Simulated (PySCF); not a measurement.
Be(I)(SH) (BeHIS), SMILES [SH][Be][I]. Geometry: B3LYP-D3(BJ)/def2-TZVP. The def2 effective core potentials stand for the cores of I; spin–orbit coupling is left out. Other conformers were not sampled.

All values below come from PySCF with B3LYP-D3(BJ)/def2-TZVP.

Harmonic wavenumbers (cm⁻¹): 177, 204, 265, 635, 958, 2655. Rotational constants (GHz): 286.0, 1.122, 1.118; symmetry number 1.

Q: Work out the zero-point energy and the ideal-gas rigid-rotor harmonic-oscillator thermochemistry at 298.15 K and 1 atm.

A: ZPE = ½ Σ hcν = ½ × 4894 cm⁻¹ = 7.00 kcal/mol. H − E(el) = 10.50 kcal/mol. Entropy in cal/(mol K): translation 41.28, rotation 24.31, vibration 6.59, total 72.18. G − E(el) = -11.02 kcal/mol. Cp = 14.78 cal/(mol K).
